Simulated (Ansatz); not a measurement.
`[SiH3][SiH2]OBCl` + `[CH3][AlH][OH]` → `[CH3][AlH][O][SiH2][SiH3]` + `OBCl`  (ligand exchange at the Si–O bond)

Calculated with Ansatz (gas phase, PBE0-D4/def2-TZVP geometries, no zero-point term in ΔE). CCSD(T)/CBS adds triple-zeta CCSD(T) − MP2 to the extrapolated MP2 energy (def2 sets, frozen cores). This one scheme is used for every species. Functionals use def2-TZVPP. B3LYP here is the variant with VWN-RPA as its local correlation; programs differ in this. One conformer a species, not always the lowest.

```csv
level,ΔE (kcal/mol)
PBE0-D4,-6.9
B3LYP-D4,-6.8
HF/def2-TZVPP,-7.1
HF/CBS(def2),-7.1
```

Q: What does CCSD(T)/CBS give? (An estimate is asked.)

A: Computed: -6.3 kcal/mol. The listed levels differ from it by -0.6, -0.5, -0.8, -0.8 kcal/mol.

Largest T1 diagnostic among the species: 0.013.
